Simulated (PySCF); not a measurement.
GeSb and its ions

r²SCAN; Ge cc-pVDZ-PP with ECP10, Sb cc-pVDZ-PP with ECP28; scalar-relativistic core potentials (PySCF 2.14). Neutral (UKS): doublet (π ↑), Re = 2.457 Å, ωe = 283 cm⁻¹, De = 2.60 eV, HOMO -5.31 eV, LUMO -4.78 eV.

GeSb⁺ (UKS): triplet (π ↑↑), Re = 2.611 Å, ωe = 234 cm⁻¹, De = 2.78 eV to Ge⁺ + Sb. The energies at the minima are -534.80229 hartree for GeSb and -534.51449 for GeSb⁺.

Q: Work out the adiabatic ionisation energy, without and with harmonic zero-point energies (1 hartree = 27.2114 eV, 1 eV = 8065.5 cm⁻¹), and the change of the bond length.

A: At r²SCAN: 0.28780 hartree = 7.831 eV between the minima; the zero-point term (234.0 − 283.0)/2 cm⁻¹ = -0.003 eV makes it 7.828 eV. Re changes by +15.4 pm against the neutral. The electron leaves a π orbital, and the longer bond of the ion fits a bonding orbital, or a change in how ionic the bond is.

These are scalar-relativistic numbers at best; spin–orbit coupling would shift them, the dissociation energy most. For an ion De counts to the pair picked by the measured ionisation energies or electron affinities, which need not be the lowest pair at this level. States were picked by a PBE0 search and need not be the measured ground states.
